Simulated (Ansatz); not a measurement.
Two members of one family (Series (HCdX)2), computed with Ansatz in the gas phase; def2 core potentials for Cd, no spin–orbit coupling. The two geometries come from different levels. Binding counts from free atoms in the multiplicity of their measured ground term, without zero-point energy. A dash marks a value that wasn't run or was left out as unsound. The structures are stationary points that may keep the symmetry of their start. Remarks come from the PBE and PBE0 runs and from stability tests at other levels; not every state was tested. HOMO above LUMO (over both spins in singlets and doublets, within one spin in higher multiplets; at PBE or PBE0), or a gap under 0.15 eV within one spin, warns that the state may not be the lowest or that an electron is smeared out.

First: (HCd-mu-F)2 (singlet, charge 0, PBE0-D4/def2-SVP geometry).

Cartesian coordinates in Å:
```
Cd 0.238 1.363 0.971
H 0.466 2.702 1.920
F -0.477 -0.643 1.020
Cd -0.237 -1.364 -0.970
H -0.474 -2.699 -1.922
F 0.484 0.641 -1.019
```

| level | HOMO (eV) | LUMO (eV) | gap (eV) | vertical IE (eV) | vertical triplet (eV) | binding per atom (eV) |
| --- | --- | --- | --- | --- | --- | --- |
| PBE-D4/def2-TZVP | -7.40 | -2.03 | 5.37 | 10.08 | 5.15 | 2.11 |
| revPBE-D4/def2-TZVP | -7.33 | -1.91 | 5.41 | – | – | 2.02 |
| BLYP-D4/def2-TZVP | -7.33 | -2.03 | 5.30 | – | – | 2.05 |
| r2SCAN-D4/def2-TZVP | -7.68 | -1.71 | 5.97 | 10.24 | 5.47 | 2.17 |
| B97M-V/def2-TZVP | -7.65 | -2.00 | 5.65 | – | – | 2.11 |

Second: (HCd-mu-OH)2 (singlet, charge 0, B3LYP-D4/def2-SVP geometry).

Cartesian coordinates in Å:
```
Cd -0.231 -1.659 -0.382
H -0.457 -3.272 -0.755
O -1.281 0.122 0.242
Cd 0.231 1.658 0.383
H 0.457 3.272 0.754
O 1.282 -0.123 -0.241
H -2.224 0.213 0.419
H 2.224 -0.212 -0.419
```

**Question.** What does the change do? Estimate second minus first.

**Answer.** 
| level | Δ HOMO (eV) | Δ LUMO (eV) | Δ gap (eV) | Δ vertical IE (eV) | Δ vertical triplet (eV) | Δ binding per atom (eV) |
| --- | --- | --- | --- | --- | --- | --- |
| PBE-D4/def2-TZVP | 0.91 | 0.46 | -0.45 | -0.92 | -0.38 | 0.38 |
| revPBE-D4/def2-TZVP | 0.91 | 0.44 | -0.48 | – | – | 0.38 |
| BLYP-D4/def2-TZVP | 0.94 | 0.46 | -0.48 | – | – | 0.38 |
| r2SCAN-D4/def2-TZVP | 0.84 | 0.50 | -0.34 | -0.92 | -0.33 | 0.34 |
| B97M-V/def2-TZVP | 0.79 | 0.44 | -0.35 | – | – | 0.35 |

Remarks: gap within one spin near zero at PBE or PBE0 (+1 doublet), gap within one spin near zero at PBE or PBE0 (triplet).
